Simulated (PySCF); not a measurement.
# Stretching MgI

Set-up: Mg cc-pVTZ, I cc-pVTZ-PP with ECP28; scalar-relativistic core potentials (PySCF 2.14). Energies in eV from Mg + I in their ground configurations at the same level. All curves are PBE0. state 1: ²Σ⁺ (doublet), unpaired electrons σ ↑; state 2: quartet, unpaired electrons σ ↑, π ↑↑, a mixture of terms (⟨Lz²⟩ = 2.0), a second solution, started from another occupation.

```
R (Å)  state 1  state 2
2.233   -1.602   4.0666
2.336   -2.009   3.4330
2.440   -2.230   2.9963
2.518   -2.307   2.7635
2.596   -2.327   2.5920
2.674   -2.305   2.4678
2.778   -2.227   2.3574
2.908   -2.077   2.2819
3.063   -1.857   2.2493
3.271   -1.542   2.2594
```

Question: Put a parabola through the three lowest points of the state 1 curve and estimate Re, k and ωe (reduced mass 20.17 u; 1 eV/Å² = 0.16022 mdyn/Å; ωe = 1302.8·√(k/μ) cm⁻¹).

Answer: Through R = 2.518, 2.596, 2.674 Å the second-order coefficient is 3.45 eV/Å², so Re ≈ 2.594 Å, k ≈ 1.11 mdyn/Å and ωe ≈ 305 cm⁻¹. A polynomial fit of higher order to the unrounded PBE0 energies gives Re = 2.590 Å, k = 1.15 mdyn/Å, ωe = 311 cm⁻¹; anharmonicity and rounding make the difference.

The higher-order fit for each curve: state 1: Re = 2.590 Å, ωe = 311 cm⁻¹, De = 2.33 eV; state 2: Re = 3.115 Å, ωe = 127 cm⁻¹, minimum 2.25 eV above the ground-state fragments.

These are scalar-relativistic numbers at best; spin–orbit coupling would shift them, the dissociation energy most. Counting both spins, an empty level lies below a filled one in some of these solutions, because spin and occupation are held. The state was picked by a PBE0 search and need not be the measured ground state.
